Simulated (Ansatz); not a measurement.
Consider the redistribution: `P[SiH]1CS1` + `[SiH3][SeH]` → `[SeH][SiH]1CS1` + `[SiH3]P`.

Computed with Ansatz on PBE0-D4/def2-TZVP structures; ΔE is electronic, products minus reactants. CCSD(T)/CBS adds triple-zeta CCSD(T) − MP2 to the extrapolated MP2 energy (def2 sets, frozen cores). This one scheme is used for every species. Functionals use def2-TZVPP. For Se outer-core shells are correlated without core-valence functions, which leaves a few kJ/mol of doubt a bond. Scalar relativity is left out up to krypton. One conformer a species, not always the lowest.

```
         species  B2PLYP energy (Eh)
    `P[SiH]1CS1`         -1069.79161
   `[SiH3][SeH]`         -2692.97020
`[SeH][SiH]1CS1`         -3129.15376
       `[SiH3]P`          -633.60890
```

Problem. Work out ΔE.

Solution. ΔE = (-3129.15376) + (-633.60890) − (-1069.79161) − (-2692.97020) = -0.00085 Eh = -2.2 kJ/mol. CCSD(T)/CBS gives -2.2 kJ/mol.

Largest T1 diagnostic among the species: 0.013.
